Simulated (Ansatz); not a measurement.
# Redistribution: C4H9Cl + C2H4ClI → C4H9I + C2H4Cl2

Species: C4H9Cl (2-chloro-2-methylpropane) `CC(C)(C)Cl`, singlet; C2H4ClI `CC(Cl)I`, singlet; C4H9I (tert-butyl iodide) `CC(C)(C)I`, singlet; C2H4Cl2 `CC(Cl)Cl`, singlet. The partners trade Cl for I; both sit on C, so the bond types are kept.

Shapes, held fixed at every level: PBE0-D4/def2-TZVP. Programs: Ansatz 0.2.0. The zero-point and thermal change to 298 K, harmonic and unscaled (PBE0-D4/def2-TZVP), is +0.2 kJ/mol.

| level | kind | ΔH(298 K) (kJ/mol) | less CCSD(T)/def2-TZVPP |
| --- | --- | --- | --- |
| B3LYP-D4/def2-TZVPP | global hybrid | +2.3 | +2.0 |
| PBE0-D4/def2-TZVPP | global hybrid | +1.3 | +1.0 |
| wB97X-V/def2-TZVPP | range-separated hybrid | +2.7 | +2.4 |
| MP2/def2-TZVPP | perturbation theory | -1.1 | -1.4 |
| CCSD(T)/def2-SVP | coupled cluster or CI | +1.3 | +1.0 |
| CCSD/def2-SVP | coupled cluster or CI | +1.8 | +1.5 |
| CCSD/def2-TZVPP | coupled cluster or CI | +1.1 | +0.8 |
| CCSD(T)/def2-TZVPP | coupled cluster or CI | +0.3 | 0.0 |

The highest level, CCSD(T)/def2-TZVPP, gives ΔH(298 K) = +0.3 kJ/mol; the levels span -1.1 to +2.7. That is about zero within the method's error. They disagree on the sign: 7 of 8 are positive. The column of differences is taken from that level and isn't an error. No measured value is set beside it here. For atoms past krypton def2 sets carry core potentials with scalar relativity. Outer-core shells of I are correlated, in sets that cover them unevenly.
